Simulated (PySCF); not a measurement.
**Running PySCF for NaGa**

Input:

```python
from pyscf import gto, dft, tdscf

mol = gto.M(
    atom='Na 0 0 0; Ga 0 0 2.78',
    basis='6-31g',
    charge=0,
    spin=0,
    verbose=4,
)
mf = dft.RKS(mol, xc='pbe0')
mf.kernel()
td = tdscf.TDA(mf)
td.nstates = 5
td.kernel()
td.analyze()
mf.dip_moment()
print('orbital energies (hartree):', mf.mo_energy[..., max(0, mol.nelec[1]-3):mol.nelec[0]+3].round(4))
```

```bash
$ python input.py
```

It prints (some set-up lines and the per-cycle HOMO/LUMO lines with their warnings removed):

```
PySCF version 2.14.0

[INPUT] verbose = 4
[INPUT] num. atoms = 2
[INPUT] num. electrons = 42
[INPUT] charge = 0
[INPUT] spin (= nelec alpha-beta = 2S) = 0
[INPUT] symmetry False subgroup None
[INPUT] Mole.unit = angstrom
[INPUT] Symbol           X                Y                Z      unit          X                Y                Z       unit  Magmom
[INPUT]  1 Na     0.000000000000   0.000000000000   0.000000000000 AA    0.000000000000   0.000000000000   0.000000000000 Bohr   0.0
[INPUT]  2 Ga     0.000000000000   0.000000000000   2.780000000000 AA    0.000000000000   0.000000000000   5.253438626291 Bohr   0.0

nuclear repulsion = 64.9098665193238
number of shells = 18
number of NR pGTOs = 136
number of NR cGTOs = 40
basis = 6-31g
ecp = {}

******** <class 'pyscf.dft.rks.RKS'> ********
method = RKS
initial guess = minao
damping factor = 0
level_shift factor = 0
DIIS = <class 'pyscf.scf.diis.CDIIS'>
diis_start_cycle = 1
diis_space = 8
diis_damp = 0
SCF conv_tol = 1e-09
SCF conv_tol_grad = None
SCF max_cycles = 50
direct_scf = True
direct_scf_tol = 1e-13
XC library pyscf.dft.libxc version 7.0.0
    S. Lehtola, C. Steigemann, M. J.T. Oliveira, and M. A.L. Marques.,  SoftwareX 7, 1–5 (2018)
XC functionals = pbe0
    C. Adamo and V. Barone.,  J. Chem. Phys. 110, 6158 (1999)
    M. Ernzerhof and G. E. Scuseria.,  J. Chem. Phys. 110, 5029 (1999)
radial grids:
    Treutler-Ahlrichs [JCP 102, 346 (1995); DOI:10.1063/1.469408] (M4) radial grids

becke partition: Becke, JCP 88, 2547 (1988); DOI:10.1063/1.454033
pruning grids: <function nwchem_prune>
grids dens level: 3
symmetrized grids: False
atomic radii adjust function: <function treutler_atomic_radii_adjust>
small_rho_cutoff = 0
Set gradient conv threshold to 3.16228e-05
Initial guess from minao.
tot grids = 39008
init E= -2085.85815571269
cycle= 1 E= -2086.38837066228  delta_E= -0.53  |g|= 0.11  |ddm|= 1.09
cycle= 2 E= -2086.38897297014  delta_E= -0.000602  |g|=  0.1  |ddm|= 0.193
cycle= 3 E= -2086.39017578736  delta_E= -0.0012  |g|= 0.00127  |ddm|= 0.0862
cycle= 4 E= -2086.39017684892  delta_E= -1.06e-06  |g|= 0.000558  |ddm|= 0.00938
cycle= 5 E= -2086.39017708795  delta_E= -2.39e-07  |g|= 0.000328  |ddm|= 0.00372
cycle= 6 E= -2086.39017719395  delta_E= -1.06e-07  |g|= 5.64e-05  |ddm|= 0.00164
cycle= 7 E= -2086.39017719735  delta_E= -3.41e-09  |g|= 3.19e-06  |ddm|= 0.000278
cycle= 8 E= -2086.39017719738  delta_E= -2.64e-11  |g|= 4.02e-07  |ddm|= 5.54e-05
Extra cycle  E= -2086.39017719738  delta_E= -9.09e-13  |g|= 1.49e-07  |ddm|= 6.3e-06
converged SCF energy = -2086.39017719738

******** <class 'pyscf.tdscf.rks.TDA'> for <class 'pyscf.dft.rks.RKS'> ********
nstates = 5 singlet
deg_eia_thresh = 1.000e-03
wfnsym = None
conv_tol = 1e-05
eigh lindep = 1e-12
eigh level_shift = 0
eigh max_cycle = 100

Excitation energies (eV)
[0.68253055 0.68253055 2.78372429 2.93200852 2.93200852]

** Singlet excitation energies and oscillator strengths **
Excited State   1:      0.68253 eV   1816.54 nm  f=0.0025
      21 -> 22        0.68135
      21 -> 23       -0.17488
Excited State   2:      0.68253 eV   1816.54 nm  f=0.0025
      21 -> 22       -0.17488
      21 -> 23       -0.68135
Excited State   3:      2.78372 eV    445.39 nm  f=1.1475
      21 -> 24       -0.68740
      21 -> 28       -0.11699
Excited State   4:      2.93201 eV    422.86 nm  f=0.3220
      21 -> 25        0.69965
Excited State   5:      2.93201 eV    422.86 nm  f=0.3220
      21 -> 26        0.69965

** Transition electric dipole moments (AU) **
state          X           Y           Z        Dip. S.      Osc.
  1         0.3106     -0.2268     -0.0000      0.1479      0.0025
  2         0.2268      0.3106      0.0000      0.1479      0.0025
  3        -0.0000      0.0000     -4.1019     16.8254      1.1475
  4         0.5318     -2.0495     -0.0000      4.4831      0.3220
  5        -2.0495     -0.5318      0.0000      4.4831      0.3220

** Transition velocity dipole moments (imaginary part, AU) **
state          X           Y           Z        Dip. S.      Osc.
  1        -0.0159      0.0116      0.0000      0.0004      0.0103
  2        -0.0116     -0.0159      0.0000      0.0004      0.0103
  3        -0.0000      0.0000     -0.2284      0.0522      0.3400
  4         0.0470     -0.1811     -0.0000      0.0350      0.2166
  5        -0.1811     -0.0470      0.0000      0.0350      0.2166

** Transition magnetic dipole moments (imaginary part, AU) **
state          X           Y           Z
  1         0.8233      1.1276     -0.0000
  2        -1.1276      0.8233     -0.0000
  3        -0.0000     -0.0000     -0.0000
  4         0.2126      0.0552     -0.0000
  5         0.0552     -0.2126     -0.0000
Dipole moment(X, Y, Z, Debye):  0.00000,  0.00000, -2.07780
orbital energies (hartree): [-0.7571 -0.3394 -0.1302 -0.0639 -0.0639 -0.0367]
```

In short: E(SCF) = -2086.390177 Eh, 8 cycles, μz(SCF) = -2.08 D, first singlet excitations without spin–orbit coupling 0.68, 0.68, 2.78, 2.93, 2.93 eV.

Wall time 6.4 s on one thread of a shared host.

Stability towards an unrestricted solution was not tested. The bond length is a typed value, not an optimised one.
